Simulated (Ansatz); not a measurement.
Molecule: sum formula BNH$_{2}$, charge 0, multiplicity 1. 
Geometry from a B3LYP-D3(BJ)/def2-TZVP (Ansatz, an electronic-structure program) optimisation:
```xyz
4

B      0.0000     0.0000    -0.6920
N      0.0000     0.0000     0.5409
H      0.0000     0.0000    -1.8589
H      0.0000     0.0000     1.5327
```

Property: atomisation energy (electronic, to ground-state atoms), in eV. Valence correlation only, unless marked. Open shells are spin-unrestricted. No spin-orbit coupling. Non-relativistic. The coupled-cluster limit lacks core correlation, which all-electron functionals hold. Basis-set limits of correlation are two-point, X^-3; Hartree-Fock from the larger set.

```json
[
 {"level": "PBE-D3(BJ)/def2-TZVPD", "program": "Ansatz + dftd3", "atomisation energy (eV)": "(withheld)"},
 {"level": "B2GP-PLYP-D3(BJ)/def2-TZVPD", "program": "Ansatz + dftd3", "atomisation energy (eV)": "15.29"},
 {"level": "PBE-QIDH/def2-TZVPD", "program": "Ansatz", "atomisation energy (eV)": "(withheld)"},
 {"level": "CCSD/STO-3G", "program": "Ansatz", "atomisation energy (eV)": "15.02"},
 {"level": "CCSD/6-31G*", "program": "Ansatz", "atomisation energy (eV)": "13.56"},
 {"level": "CCSD/cc-pVQZ", "program": "Ansatz", "atomisation energy (eV)": "14.79"},
 {"level": "CCSD(T) with core electrons/cc-pwCVTZ", "program": "Ansatz", "atomisation energy (eV)": "(withheld)"},
 {"level": "CCSD(T)/CBS(aug-cc-pVTZ,aug-cc-pVQZ)", "program": "Ansatz", "atomisation energy (eV)": "15.29"}
]
```

Task: What belongs in the gaps?

Result: 
- PBE-D3(BJ)/def2-TZVPD, atomisation energy (eV): 15.86
- PBE-QIDH/def2-TZVPD, atomisation energy (eV): 15.12
- CCSD(T) with core electrons/cc-pwCVTZ, atomisation energy (eV): 14.93
